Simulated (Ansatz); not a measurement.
`[NH2][Sn][SH]` + CH₃OH → `C[O][Sn][NH2]` + H₂S  (ligand exchange at the Sn–S bond)

Program: Ansatz. Geometries: PBE0-D4/def2-TZVP. ΔE: electronic, gas phase. CCSD(T)/CBS is the MP2 limit (def2-TZVPP, def2-QZVPP) plus CCSD(T) − MP2 in def2-TZVPP, frozen cores. This one scheme is used for every species. DFT in def2-TZVPP. Elements past krypton have def2 core potentials. For Sn outer-core shells are correlated without core-valence functions, which leaves a few kJ/mol of doubt a bond. Each species was taken in one conformer, which may not be the lowest.

Problem. Is it downhill or uphill in electronic energy at CCSD(T)/CBS, and by how much? (An estimate is asked.)

Solution. Computed: Uphill: ΔE = +35.2 kJ/mol.

Problem. What do these levels give: PBE-D4, r2SCAN-D4, PBE0-D4, BHLYP-D4, ωB97X-V, PBE-QIDH, revPBE, r2SCAN, PBE0, BHLYP, SCS-MP2/def2-TZVPP, CCSD(T)/def2-TZVPP? (An estimate is asked.)

Solution. Ansatz gave: PBE-D4 39.7, r2SCAN-D4 37.9, PBE0-D4 45.4, BHLYP-D4 40.2, ωB97X-V 32.6, PBE-QIDH 43.6, revPBE 43.8, r2SCAN 38.5, PBE0 47.0, BHLYP 40.6, SCS-MP2/def2-TZVPP 32.9, CCSD(T)/def2-TZVPP 33.4 kJ/mol.

Largest T1 diagnostic among the species: 0.017.

From PBE to PBE0 (25 % exact exchange), in def2-TZVPP and without D4, ΔE moves by +5.5 kJ/mol. At CCSD(T), def2-SVP lies −5.2 kJ/mol from the extrapolated value and def2-TZVPP −1.8 kJ/mol.
